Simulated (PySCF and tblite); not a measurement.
Results of a calculation; reference values are marked as such.
System: C2H6GeO2, numbered as in [CH3:1][C:2](=[O:3])[O:4][GeH3:5].

For the rotation about the C2–O4 bond (torsion C1–C2–O4–Ge5 from -180° to 0°, rising): electronic barrier 11.19 kcal/mol, zero-point change -0.78 kcal/mol, thermal and entropy terms at 250 K a further 0.03 kcal/mol (symmetry numbers apart). The minimum is Cs, the saddle C1. Geometries: GFN2-xTB; energies: PBE0/pcSseg-1 + D3(BJ); zero-point and thermal terms from GFN2-xTB harmonic modes (soft modes blended into free rotors). Rate constants are transition-state-theory values, counting equivalent paths, without tunnelling. Run with tblite and PySCF.

(1) How many equivalent paths lead out of the minimum?

(2) Work out the rate at 250 K.

Spin–orbit effects of heavy atoms on shieldings are missing.

## Answers

(1) 2: the symmetry number of the minimum is 1, that of the saddle displaced along its mode 1, and the displaced saddle is chiral while the minimum is not, which doubles the count.

(2) ΔG‡ = 10.44 kcal/mol; k_B T/h = 5.2×10¹² s⁻¹; exp(−ΔG‡/RT) = 7.5×10⁻¹⁰; times 2 gives k = 7740 s⁻¹. Wigner's tunnelling factor for the 74i cm⁻¹ mode would be 1.01.
